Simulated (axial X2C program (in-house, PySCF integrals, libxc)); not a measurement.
## BrNdBr: the levels of the configuration f4 s0 d(πδ)0

Calculated with an in-house all-electron X2C program for linear molecules (integrals from PySCF): two-component X2C with atomic mean-field Coulomb and Gaunt terms, basis Br dyall-v3z, Nd dyall-v3z (cores contracted in-house). Orbitals come from Hartree–Fock averaged over the configuration Nd f4 s0 d(πδ)0; CI then distributes these electrons over the f, s, d(πδ) shells of Nd.

Br–Nd–Br held linear, both bonds 2.898 Å (near the minimum of the configuration average).

Active spinors (ω > 0):

```
shell    ω  ε (eV)                   character
    f  5/2    6.64                   100% Nd f
    f  3/2    6.79                   100% Nd f
    f  1/2    6.87                    99% Nd f
    f  7/2    6.89                   100% Nd f
    f  5/2    7.02                   100% Nd f
    f  3/2    7.11                   100% Nd f
    f  1/2    7.16                    99% Nd f
    s  1/2   -0.44          78% Nd s, 20% Nd d
d(πδ)  3/2    1.42                    99% Nd d
d(πδ)  5/2    1.43                    99% Nd d
d(πδ)  1/2    2.73           85% Nd d, 8% Br p
d(πδ)  3/2    2.77  84% Nd d, 8% Br p, 6% Br d
```

Lowest levels of this model:

```json
{"Ω": "0", "energy (cm⁻¹)": "0", "g∥": "0.00", "configuration": "100% f4"}
{"Ω": "1", "energy (cm⁻¹)": "48", "g∥": "1.51", "configuration": "100% f4"}
{"Ω": "2", "energy (cm⁻¹)": "154", "g∥": "2.77", "configuration": "100% f4"}
{"Ω": "3", "energy (cm⁻¹)": "267", "g∥": "3.89", "configuration": "100% f4"}
{"Ω": "4", "energy (cm⁻¹)": "566", "g∥": "5.48", "configuration": "100% f4"}
{"Ω": "0", "energy (cm⁻¹)": "1128", "g∥": "0.00", "configuration": "100% f4"}
{"Ω": "1", "energy (cm⁻¹)": "1140", "g∥": "1.75", "configuration": "100% f4"}
{"Ω": "2", "energy (cm⁻¹)": "1177", "g∥": "3.61", "configuration": "100% f4"}
{"Ω": "3", "energy (cm⁻¹)": "1271", "g∥": "5.49", "configuration": "100% f4"}
{"Ω": "4", "energy (cm⁻¹)": "1462", "g∥": "6.98", "configuration": "100% f4"}
{"Ω": "5", "energy (cm⁻¹)": "1595", "g∥": "9.55", "configuration": "100% f4"}
{"Ω": "0", "energy (cm⁻¹)": "2346", "g∥": "0.00", "configuration": "100% f4"}
{"Ω": "1", "energy (cm⁻¹)": "2353", "g∥": "2.08", "configuration": "100% f4"}
{"Ω": "2", "energy (cm⁻¹)": "2379", "g∥": "4.21", "configuration": "100% f4"}
{"Ω": "3", "energy (cm⁻¹)": "2437", "g∥": "6.36", "configuration": "100% f4"}
{"Ω": "4", "energy (cm⁻¹)": "2548", "g∥": "8.41", "configuration": "100% f4"}
{"Ω": "5", "energy (cm⁻¹)": "2709", "g∥": "10.52", "configuration": "100% f4"}
{"Ω": "6", "energy (cm⁻¹)": "2820", "g∥": "13.27", "configuration": "100% f4"}
{"Ω": "0", "energy (cm⁻¹)": "3655", "g∥": "0.00", "configuration": "100% f4"}
{"Ω": "1", "energy (cm⁻¹)": "3666", "g∥": "2.28", "configuration": "100% f4"}
{"Ω": "2", "energy (cm⁻¹)": "3696", "g∥": "4.60", "configuration": "100% f4"}
{"Ω": "3", "energy (cm⁻¹)": "3746", "g∥": "6.95", "configuration": "100% f4"}
{"Ω": "4", "energy (cm⁻¹)": "3816", "g∥": "9.29", "configuration": "100% f4"}
{"Ω": "5", "energy (cm⁻¹)": "3915", "g∥": "11.55", "configuration": "100% f4"}
{"Ω": "6", "energy (cm⁻¹)": "4056", "g∥": "13.91", "configuration": "100% f4"}
{"Ω": "7", "energy (cm⁻¹)": "4204", "g∥": "16.75", "configuration": "100% f4"}
{"Ω": "0", "energy (cm⁻¹)": "5028", "g∥": "0.00", "configuration": "100% f4"}
{"Ω": "5", "energy (cm⁻¹)": "5275", "g∥": "12.35", "configuration": "100% f4"}
{"Ω": "6", "energy (cm⁻¹)": "5339", "g∥": "14.78", "configuration": "100% f4"}
{"Ω": "7", "energy (cm⁻¹)": "5476", "g∥": "17.20", "configuration": "100% f4"}
```

g∥ is the magnitude of 2⟨Lz + ge Sz⟩ for the +Ω component.

This point took 5.3 s on 1 thread of Intel(R) Xeon(R) 6975P-C (Granite Rapids), with other jobs on the host.

There is no dynamic correlation: spin–orbit spacings and, for f shells, spacings inside one term are the most reliable numbers, splittings between terms come out too wide, and energies between configurations are not reliable, so the lowest level need not be the ground state of the molecule. At most 4 roots were kept for each Ω > 0 (twice that for Ω = 0) within 2.2 eV of the lowest, so higher up levels can be missing between those listed; levels with Ω > 0 are doubly degenerate and listed once, Ω = 0 levels singly. States that fill the shells left empty in the average are placed too high. The molecule was held linear; bending was not examined.
